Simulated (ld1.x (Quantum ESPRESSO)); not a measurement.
Transferability test, TM potential for palladium (Pd)

- Element: palladium
- Generator: ld1.x (Quantum ESPRESSO) 7.5
- Type: norm-conserving Troullier–Martins (Kleinman–Bylander form)
- Functional: PBE
- Relativity: non-relativistic
- Frozen core: [Ar] 3d10 4s2
- Valence charge: 16
- Reference configuration: 4p6 4d10 5s0
- Partial waves: 5s (bound, empty): rc 3.00 bohr; 4p (bound): rc 1.35 bohr; 4d (bound): rc 1.60 bohr
- Local potential: all-electron potential smoothed inside 1.65 bohr (lloc = -2)
- Core correction: a·sin(br)/r model core inside 1.25 bohr

Energies are relative to the spin-unpolarised reference configuration 4p6 4d10 5s0; without spin polarisation the order of configurations can differ from experiment. Not all tests gave a result: 2 of 7 tests not solved or not reliable. Left out of the table: 4p6 4d9 5s1 (solver errors, printed error -3.1 eV); 4p6 4d8 5s1 (solver errors, printed error -3.8 eV). The frozen-core shift is the all-electron ΔE with the core orbitals held at their reference shape minus the fully relaxed ΔE.

```tsv
valence configuration	charge	ΔE all-electron (eV)	error AE − PS (meV)	frozen-core shift (meV)
4p6 4d9 5s0	+1	9.253	-5.4	+2.3
4p6 4d8 5s0	+2	30.363	-38	+19
4p6 4d9.5 5s0	+0.5	3.283	-0.9	+0.4
4p5 4d10 5s0	+1	55.272	-41	+14
```

Task: What are ΔE and the potential's error for 4p6 4d7 5s0?

Result: ΔE = 65.161 eV all-electron; the error (AE − PS) is -126 meV.

Note: ghost state, extra bound levels that the all-electron valence spectrum of the same l lacks: s at -4.1 eV. A true bound ghost makes a file unfit for plane-wave use.
